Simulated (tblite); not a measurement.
Species: C2H8NOSi (doublet state).
Numbering: `[CH2:1][N:2]([CH3:3])[SiH2:4][OH:5]` (hydrogens: H6, H7 on C1; H8, H9, H10 on C3; H11, H12 on Si4; H13 on O5)

Structure used (GFN2-xTB), in Å, numbered top down from 1:
```
atom  x, y, z in Å
C1    -0.936   -0.242    1.077
N2    -0.293    0.118   -0.082
C3    -1.108    0.820   -1.042
Si4    1.281   -0.482   -0.521
O5     2.136   -0.810    0.815
H6    -0.432   -0.907    1.748
H7    -1.997   -0.108    1.146
H8    -1.861    0.157   -1.480
H9    -0.484    1.210   -1.842
H10   -1.627    1.651   -0.558
H11    1.297   -1.795   -1.162
H12    1.859    0.590   -1.331
H13    2.159   -0.202    1.550
```

Computed values, GFN2-xTB/tblite, gas phase, harmonic and unscaled. Errors from tens to a few hundred cm⁻¹ against measured bands are possible. Modes of hydrogen on silicon can be 10 to 20 % off. One conformer, not necessarily the lowest. Open shells enter through the occupations alone, without spin polarisation, and single modes of such species can be off by tens of per cent.

Harmonic wavenumbers (cm⁻¹): 68.7, 127.6, 177.9, 238.0, 264.4, 295.8, 333.6, 382.3, 408.0, 539.9, 591.3, 682.9, 750.6, 790.4, 821.5, 910.8, 1004.9, 1066.6, 1095.7, 1258.4, 1344.6, 1412.3, 1428.7, 1478.5, 1498.0, 2237.9, 2270.8, 2926.1, 2968.8, 3032.1, 3131.3, 3181.7, 3660.6.

A = 7278, B = 2834, C = 2174 MHz; mass 90.038 u (most abundant isotopes); point group C1, symmetry number 1; spin multiplicity 2.

Q: Zero-point energy?

A: ½Σν̃ = 21190 cm⁻¹ = 60.59 kcal/mol.

Q: What is S at 400 K and 1 bar for an ideal gas of classical rigid rotors and harmonic oscillators?

A: Translation 40.89, rotation 27.25, vibration 27.66, spin (R ln 2) 1.38: S = 97.2 cal/(mol K).

Q: And Cp and H(400 K) − H(0)?

A: Cp = 36.71 cal/(mol K), of which vibrations give 28.76 (their classical limit is 33 R = 65.6); H(400 K) − H(0) = 9.20 kcal/mol without the zero-point energy, 6.02 from vibrations.

Q: Blend soft modes into free rotors: weight 1/[1 + (100 cm⁻¹/ν̃)⁴] for the oscillator and the rest for a rotor with moment μB/(μ + B), μ = h/(8π²ν), B = 10⁻⁴⁴ kg m². What vibrational entropy results?

A: 26.44 cal/(mol K) in place of 27.66, which changes −T·S at 400 K by +0.49 kcal/mol.

Q: How do the functions run with temperature in this model?

A: 
| T (K) | S (cal/(mol K)) | Cp (cal/(mol K)) | H − H(0) (kcal/mol) | G − H(0) (kcal/mol) | ln q(vib) |
| --- | --- | --- | --- | --- | --- |
| 100 | 63.1 | 15.4 | 1.09 | -5.22 | 0.81 |
| 200 | 76.5 | 23.8 | 3.07 | -12.22 | 2.54 |
| 300 | 87.5 | 30.8 | 5.81 | -20.43 | 4.44 |
| 500 | 105.9 | 41.6 | 13.12 | -39.84 | 8.22 |
| 800 | 127.8 | 51.7 | 27.24 | -75.04 | 13.44 |
| 1000 | 139.9 | 56.3 | 38.07 | -101.84 | 16.60 |

q(vib) and H(0) count from the zero-point level.

Q: Which modes carry the vibrational entropy at 400 K?

A: 68.7 cm⁻¹: 4.77; 127.6 cm⁻¹: 3.55; 177.9 cm⁻¹: 2.91; 238.0 cm⁻¹: 2.36; 264.4 cm⁻¹: 2.16; 295.8 cm⁻¹: 1.96 cal/(mol K); the other 27 give 9.96 together.

Q: What must be added to the electronic energy to get the Gibbs energy at 400 K and 1 bar?

A: ZPE + [H(400 K) − H(0)] − T·S = 60.59 + 9.20 − 38.87 = 30.92 kcal/mol.

Hindered rotation and anharmonicity are outside this model. Other conformers, if any are populated, would add a mixing term that is left out. The structure is chiral; the term R ln 2 for an equal mix with its mirror image is left out.

The run took 0.29 s of wall time on one thread, Arm Neoverse V1 (aarch64), no GPU, shared host. This covers the Hessian and the dipole derivatives.
